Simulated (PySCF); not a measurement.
O (oxygen, neutral) across methods

[He] 2s2 2p4, high-spin 3P determinant. Computed with PySCF 2.14 in aug-cc-pCVQZ-DK (9s8p6d4f2g, 109 functions), with scalar relativity by spin-free X2C-1e. The B2PLYP total includes its PT2 part (frozen core); its orbital energies are those of the SCF part.

| method | E (hartree) | mean ε 2s β (eV) | mean ε 2p α (eV) | mean ε 2p β (eV) | Σ⟨r²⟩ (bohr²) | ⟨S²⟩ |
| --- | --- | --- | --- | --- | --- | --- |
| r2SCAN | -75.1149 | -21.839 | -10.835 | -7.917 | 11.48 | 2.006 |
| PBE0 | -75.0748 | -23.858 | -12.376 | -9.478 | 11.50 | 2.004 |
| M06 | -75.1175 | -23.548 | -12.280 | -9.321 | 11.38 | 2.006 |
| LDA | -74.5817 | -21.686 | -10.365 | -7.443 | 11.77 | 2.004 |
| B2PLYP | -75.1131 | -26.057 | -14.596 | -11.341 | 11.41 | 2.006 |
| PBE | -75.0673 | -21.597 | -10.188 | -7.594 | 11.71 | 2.003 |
| UHF | -74.86991 | -29.328 | -18.439 | -14.188 | 11.22 | 2.009 |

(1) Estimate the same row for wB97X.

Results:

(1) E (hartree) = -75.1334; mean ε 2s β (eV) = -26.566; mean ε 2p α (eV) = -14.906; mean ε 2p β (eV) = -12.067; Σ⟨r²⟩ (bohr²) = 11.50; ⟨S²⟩ = 2.005.
